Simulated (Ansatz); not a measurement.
CH8O2Si2 can be A, `CO[SiH2][SiH2]O`, or B, `OC[SiH2][SiH2]O`.

Program: Ansatz. Geometries: PBE0-D4/def2-TZVP. ΔE: electronic, gas phase. CCSD(T)/CBS is the MP2 limit (def2-TZVPP, def2-QZVPP) plus CCSD(T) − MP2 in def2-TZVPP, frozen cores. DFT in def2-TZVPP. B3LYP here is the variant with VWN-RPA as its local correlation; programs differ in this. Each species was taken in one conformer, which may not be the lowest.

A:

Z-matrix (Å, degrees):
```
C
O 1 1.409
H 1 1.096 2 111.4
H 1 1.091 2 108.3 3 119.3
H 1 1.096 2 111.4 3 -121.3
Si 2 1.648 1 122.6 3 62.6
Si 6 2.349 2 106.9 1 178.6
H 6 1.495 2 110.4 1 56.1
H 6 1.498 2 110.5 1 -60.8
O 7 1.656 6 111.0 2 172.2
H 7 1.484 6 111.3 2 -70.7
H 7 1.492 6 109.0 2 49.2
H 10 0.958 7 117.4 6 -62.3
```

B:

Z-matrix (Å, degrees):
```
C
Si 1 1.893
O 1 1.417 2 109.2
H 1 1.100 2 108.6 3 122.2
H 1 1.100 2 108.5 3 -122.1
Si 2 2.349 1 109.7 3 -177.2
H 2 1.491 1 109.4 3 -57.4
H 2 1.489 1 110.2 3 61.7
H 3 0.960 1 108.7 2 -179.6
O 6 1.658 2 111.8 1 62.5
H 6 1.493 2 109.4 1 -173.9
H 6 1.486 2 111.1 1 -54.5
H 10 0.958 6 117.1 2 60.0
```

Task: Which isomer does CCSD(T)/CBS put lower? Give the gap. (Best estimate.)

Result: Computed: A, by 99.4 kJ/mol.

Task: Give E(B) − E(A) in kJ/mol with r2SCAN-D4, B3LYP-D4, MP2/def2-TZVPP, PBE0-D4, PBE-D4, HF/def2-TZVPP, B2PLYP. (Estimate.)

Result: Computed: r2SCAN-D4 98.0, B3LYP-D4 102.1, MP2/def2-TZVPP 102.8, PBE0-D4 91.3, PBE-D4 87.0, HF/def2-TZVPP 118.7, B2PLYP 104.4. None reverses the order clearly.

Largest T1 diagnostic: 0.012.

From PBE to PBE0 (25 % exact exchange), in def2-TZVPP and without D4, E(B) − E(A) moves by +4.3 kJ/mol. In def2-TZVPP, CCSD(T) changes the Hartree–Fock value by −18.8 kJ/mol (the triples alone add −2.3 kJ/mol) and MP2 by −15.9 kJ/mol.
